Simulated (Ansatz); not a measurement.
```xyz
3

N     0.0000    0.0000    0.0000
N     0.0000    0.0000   -1.6950
O     0.0000    0.0000    1.7700
```

Basis set: pcseg-2 (spherical functions). Charge 0, multiplicity 1.

Computed with Ansatz (development build ahead of 0.2.0); each method stands on the lowest determinant of its kind that the runs found.

**Question.** Give the atomization energy at this shape (free ground-state atoms in the same class of orbitals less the molecule, no zero-point energy) of singlet N₂O by PBE (unrestricted), RHF.

**Answer.**

| method | atomization energy |
| --- | --- |
| PBE (unrestricted) | 3.80 eV |
| RHF | -8.36 eV |

Caution: the shape is not the minimum. Caution for PBE (unrestricted): the unrestricted determinant is a mixture of spin states. Caution for RHF: stretched shape with no unrestricted run beside it, a lower state can exist; the molecule lies well above its atoms at this level.
